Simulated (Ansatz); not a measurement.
H6O2Si2Zn (`[SiH3][O][Zn][O][SiH3]`), relaxed with RKS PBE0-D4/def2-TZVP in Ansatz from a GFN2-xTB geometry. The force threshold is 0.005 eV/Å; the program also tests the step.

The species carries charge 0 and has multiplicity 1.

Start:

```xyz
11

Si   -1.298   -1.565    2.571
O    -0.470   -0.747    1.452
Zn    0.065    0.033    0.053
O     0.808    0.892   -1.196
Si    1.262    1.548   -2.600
H    -2.423   -0.725    2.996
H    -0.328   -1.796    3.643
H    -1.776   -2.815    1.971
H     0.078    2.134   -3.238
H     2.252    2.560   -2.227
H     1.830    0.480   -3.427
```

(1) How much energy does the relaxation release, and in how many steps? (Estimate.)

(2) Which bonds change most? (An estimate is asked.)

(3) Give the relaxed structure. (Estimate.)

Answers

(1) Ansatz gave: 25.16 kJ/mol, in 29 steps, 2 of them rejected.

(2) The calculation gave: Zn3–O4 from 1.688 to 1.750 Å; O2–Zn3 from 1.689 to 1.750 Å; Si5–H11 from 1.466 to 1.491 Å; Si5–H9 from 1.467 to 1.491 Å.

(3) Computed: 
```xyz
11

Si   -1.258   -1.513    2.383
O     0.018   -0.692    1.799
Zn    0.558    0.244    0.422
O     1.210    1.229   -0.869
Si    1.133    1.458   -2.477
H    -2.417   -0.608    2.633
H    -0.872   -2.160    3.664
H    -1.709   -2.569    1.431
H    -0.258    1.764   -2.918
H     2.011    2.599   -2.846
H     1.585    0.247   -3.221
```
